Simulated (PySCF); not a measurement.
## W⁴⁹⁺ (tungsten, charge +49) across methods

[Ar] 3d7, high-spin 4F determinant. Calculation: PySCF 2.14, in an even-tempered Gaussian basis (17 s from 11 bohr⁻², ratio 2.5; 13 p from 14 bohr⁻², ratio 2.5; 7 d from 14 bohr⁻², ratio 2.5; 4 f from 57 bohr⁻², ratio 2.7; 3 g from 86 bohr⁻², ratio 2.7); scalar relativity by spin-free X2C-1e.

```tsv
method	E (hartree)	mean ε 3p β (eV)	mean ε 3d α (eV)	mean ε 3d β (eV)	Σ⟨r²⟩ (bohr²)	⟨S²⟩
PBE0	-14194.17	-4889.7	-4432.8	-4415.7	0.6330	3.750
MN15	-14205.62	-4872.8	-4415.2	-4388.7	0.6339	3.750
r2SCAN	-14194.73	-4878.7	-4420.9	-4404.7	0.6328	3.750
LDA	-14183.29	-4869.8	-4413.3	-4395.8	0.6335	3.750
UHF	-14192.61354	-4942.6	-4487.0	-4465.5	0.6327	3.750
TPSSh	-14194.46	-4880.2	-4421.5	-4406.4	0.6331	3.750
```

**Question.** Estimate the same row for PBE.

**Answer.** E (hartree) = -14194.24; mean ε 3p β (eV) = -4871.3; mean ε 3d α (eV) = -4414.1; mean ε 3d β (eV) = -4398.4; Σ⟨r²⟩ (bohr²) = 0.6332; ⟨S²⟩ = 3.750.

Spin-orbit coupling is strong in this species (close to jj coupling), so the high-spin LS determinant is a model state, not a physical level.
